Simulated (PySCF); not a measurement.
A GIAO shielding run with PySCF 2.14.0 with density-fitted response routines (density fitting, non-relativistic, gas phase) on `InChI=1S/C7H6FS/c1-2-6-4-3-5-7(8)9-6/h2-5H,1H2/q+1`:

```
$ OMP_NUM_THREADS=1 python probes_run.py task.json out

{"job": {"kind": "nmr", "xc": "PBE0", "basis": "pcSseg-1"}, "charge": 1, "multiplicity": 1}
C      0.755553    -2.662271     0.852081
C      1.015432    -1.371625     1.083661
C      0.399071    -0.248859     0.416898
C     -0.567578    -0.346324    -0.576042
C     -1.155330     0.732660    -1.211811
C     -0.842366     2.061546    -0.927357
C      0.087236     2.391468     0.021703
F      0.373472     3.648044     0.280461
S      0.981398     1.278317     0.974233
H      0.040878    -3.007274     0.124272
H      1.271678    -3.428174     1.405633
H      1.750189    -1.108009     1.834157
H     -0.880427    -1.337439    -0.870718
H     -1.898796     0.540323    -1.971641
H     -1.334823     2.865606    -1.457442
```

Hardware: 1 thread of an Arm Neoverse V1, shared host. The job also computes population analyses, field gradients, ring-centre shieldings.

Problem. How large is the calculation?

Solution. 72 electrons, 190 basis functions and 1003 auxiliary functions.

Problem. How long does it take, and how much memory does it need?

Solution. 29 s of wall time, with 15 SCF cycles and 5 response iterations; peak memory 0.86 GiB. Times on a shared host scatter by some tens of per cent.
